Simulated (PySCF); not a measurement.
System: C$_{2}$H$_{4}$BO$_{2}$, charge 0, multiplicity 2. It need not be the lowest isomer of its formula. SMILES: C=CB([O])O
Structure (B3LYP-D3(BJ)/def2-TZVP (Ansatz) minimum search):
```
C
C 1 1.3311
H 2 1.0837 1 121.49
H 1 1.0839 2 119.81 3 180.00
H 2 1.0849 3 116.69 1 180.00
B 1 1.5670 4 119.77 2 -180.00
O 6 1.3458 1 118.08 4 0.00
O 6 1.3735 7 121.29 1 -180.00
H 8 0.9632 6 113.93 7 0.00
```
Charge 0, spin multiplicity 2.

Dispersion corrections to the total energy (kcal/mol) from the dftd3 and dftd4 libraries through PySCF: D3(BJ) without and D4 with the three-body term, each with the damping fitted for the functional named.

| functional | D3(BJ) | D4 |
|---|---|---|
| B2GP-PLYP | -2.06 | (withheld) |
| BLYP | -7.46 | -7.77 |
| PBE | -3.53 | -3.43 |
| B3LYP | -6.06 | -5.51 |
| TPSS | -4.40 | -4.65 |
| revPBE | -9.17 | (withheld) |
| LC-wPBE | (withheld) | -3.79 |

Problem. Fill in the missing entries.

Solution. 
- B2GP-PLYP, D4: -1.42
- revPBE, D4: -11.84
- LC-wPBE, D3(BJ): -3.21
